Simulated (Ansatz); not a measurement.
Which isomer of CH3NZn gives these data?

These gas-phase data were calculated for one isomer of CH3NZn at B3LYP/6-31G* (harmonic, unscaled wavenumbers; equilibrium rotational constants with average atomic masses):

```
rotational constants            : 52.46, 4.4, 4.06 GHz
all wavenumbers above 1500 cm⁻¹ : 3314, 2959, 1871, 1633
```

Candidates:

(1) `C=[N][ZnH]`, a singlet
(2) `[H]/N=[CH]/[ZnH]`, a singlet

**Question.** Which structure fits?

**Answer.** Candidate (2). The band at 3314 cm⁻¹ lies where the N–H stretch is expected; (1) has no mode between 3250 and 3800 cm⁻¹.

The same quantities for all candidates:

```
     rotational constants (GHz)   wavenumbers above 1500 cm⁻¹  E above the lowest, B3LYP/6-31G* (kcal/mol)
(1)          117.4, 4.045, 3.91  2992, 2944, 1923, 1786, 1560                                          0.0
(2)            52.46, 4.4, 4.06        3314, 2959, 1871, 1633                                         10.7
```

Each candidate is one conformer. Programs: Ansatz 0.2.0.
